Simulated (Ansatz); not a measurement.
GeEtH3 (C2H8Ge). Total charge 0; singlet. Geometry B3LYP-D4/def2-SVP.

```xyz
11

C    -0.416   -0.333   -0.516
C     0.950   -1.020   -0.421
Ge   -0.626    1.182    0.734
H    -0.591    0.050   -1.535
H    -1.230   -1.048   -0.309
H     1.029   -1.864   -1.127
H     1.772   -0.322   -0.650
H     1.135   -1.421    0.590
H     0.497    2.218    0.500
H    -0.528    0.682    2.194
H    -1.992    1.876    0.538
```

LC-ωPBE has ω = 0.4 bohr⁻¹. Another isomer (singlet) lies 0.39 eV lower at PBE0-D4/def2-TZVP; other spin states weren't run for this one.

Q: Estimate the orbital energies around the gap (eV) in Ansatz with HF/def2-TZVP, PBE-D4/def2-TZVP, r2SCAN-D4/def2-TZVP, PBE0-D4/def2-TZVP, LC-ωPBE/def2-TZVP.

A: 
```tsv
orbital	HF/def2-TZVP	PBE-D4/def2-TZVP	r2SCAN-D4/def2-TZVP	PBE0-D4/def2-TZVP	LC-ωPBE/def2-TZVP
HOMO−5	-15.57	-10.17	-10.57	-11.73	-14.76
HOMO−4	-14.16	-9.17	-9.51	-10.63	-13.53
HOMO−3	-13.55	-8.53	-8.88	-9.97	-12.84
HOMO−2	-12.42	-7.90	-8.25	-9.20	-12.01
HOMO−1	-12.36	-7.82	-8.15	-9.13	-11.92
HOMO	-11.18	-7.05	-7.30	-8.26	-10.95
LUMO	3.41	0.02	0.55	0.80	2.86
LUMO+1	4.44	0.63	1.12	1.55	3.72
LUMO+2	4.64	0.79	1.23	1.62	3.79
LUMO+3	4.95	1.07	1.46	1.91	4.09
LUMO+4	5.17	1.48	2.17	2.31	4.43
LUMO+5	5.44	1.83	2.65	2.68	4.78
```
